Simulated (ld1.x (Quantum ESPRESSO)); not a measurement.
Ir: variants of one PAW potential

Base potential:

```json
{
 "Element": "iridium (Ir)",
 "Generator": "ld1.x (Quantum ESPRESSO) 7.5",
 "Type": "PAW",
 "Functional": "PW91",
 "Relativity": "non-relativistic",
 "Frozen core": "[Kr] 4d10",
 "Valence charge": "31",
 "Reference configuration": "4f14 5s2 5p6 5d7 6s1 6p0 (charge +1)",
 "Partial waves": "5s (bound): rcut 1.75, rcutus 2.20 bohr; 6s (bound): rcut 1.75, rcutus 2.20 bohr; 5p (bound): rcut 1.55, rcutus 1.65 bohr; 6p (bound, empty): rcut 1.55, rcutus 1.65 bohr; 5d (bound): rcut 1.25, rcutus 1.50 bohr; 5d channel at -0.55 Ry: rcut 1.25, rcutus 1.50 bohr; 4f (bound): rcut 0.60, rcutus 0.75 bohr; 4f channel at -3.25 Ry: rcut 0.60, rcutus 0.75 bohr",
 "Local potential": "all-electron potential smoothed inside 0.85 bohr (lloc = -1)",
 "Core correction": "Bessel-smoothed model core, default radius (core density twice the valence density)",
 "Augmentation charge": "BESSEL, radius 0.65 bohr"
}
```

Cutoffs, loose and tight: the cutoffs (Ry, on a coarse ladder) from which the occupation-weighted sum of valence levels, in a spherical-Bessel basis at the reference potential, stays within 10 and 1 mRy of its value at 400 Ry. They do not see the model core or the augmentation charge, which bear on the density cutoff. Test errors are all-electron minus pseudo excitation energies from the reference, over the configurations 4f14 5s2 5p6 5d7 6s2 6p0; 4f14 5s2 5p6 5d7 6s0 6p0; 4f14 5s2 5p6 5d6 6s0 6p0; 4f14 5s2 5p6 5d7.5 6s1.5 6p0; 4f13 5s2 5p6 5d7 6s2 6p0; 4f14 5s2 5p5 5d7 6s2 6p0; 4f14 5s1 5p6 5d7 6s2 6p0. A dash means not determined; rows that change the core or the reference have their own tests. The largest error is taken over the tests solved by every variant that gives reliable tests at all: 4f14 5s2 5p6 5d6 6s0 6p0; 4f14 5s2 5p6 5d7 6s0 6p0; 4f14 5s2 5p6 5d7 6s2 6p0.

A true bound ghost makes a file unfit for plane-wave use even where its test errors are small: the radial tests pick states by their node count and pass the ghost by.

Cutoffs are not given where the Bessel-basis levels miss the radial ones by over 6 mRy, ghosts where they miss by over 20 mRy; a channel whose overlap is not positive is not tested.

On the changes marked as counting shells twice: ld1.x takes every shell without a wave as core, so the model core holds the marked electrons as well and exchange and correlation see them twice. This cancels in the reference configuration, but the file is broken for other ones, and its errors say nothing about a proper core correction.

A file whose overlap is not positive is unfit for use, and its test errors describe a broken file.

| change | outcome | bound ghosts | largest test error (meV) |
| --- | --- | --- | --- |
| base | generated, overlap not positive | not determined (overlap not positive) | -107 |
| waves 5d (bound): rcut 1.25, rcutus 1.82 bohr; 5d channel at -0.55 Ry: rcut 1.25, rcutus 1.82 bohr | generated, overlap not positive | not determined (overlap not positive) | -107 |
| all radii but the core radius scaled by about 0.86 (s 1.88, p 1.42, d 1.28, f 0.64 bohr, rcut 1.50/1.34/1.08/0.52); local potential all-electron potential smoothed inside 0.74 bohr (lloc = -1); augmentation BESSEL, radius 0.56 bohr | generated, overlap not positive | p (s not tested, overlap not positive) | test run stopped at test 1 of 7 (negative rho) |
| augmentation PSQ, inside the norm-conserving radii | failed: find_q: too many iterations | – | – |
| type TM; waves now 5p (bound): rc 1.65 bohr; 5d (bound): rc 1.50 bohr; 4f (bound): rc 0.75 bohr; 5s (bound): rc 2.20 bohr; local potential the s channel (6s counted twice) | generated, misses its reference levels by 13.68 eV | not determined | +6555 |
| waves 5p (bound): rcut 1.55, rcutus 2.50 bohr; 6p (bound): rcut 1.55, rcutus 2.50 bohr | generated, overlap not positive | p (s not tested, overlap not positive) | test run stopped at test 2 of 7 (negative rho), 1 before it not solved |
| waves 4f (bound): rcut 0.60, rcutus 0.80 bohr; 4f channel at -3.25 Ry: rcut 0.60, rcutus 0.80 bohr | generated, overlap not positive | not determined (overlap not positive) | -127 |
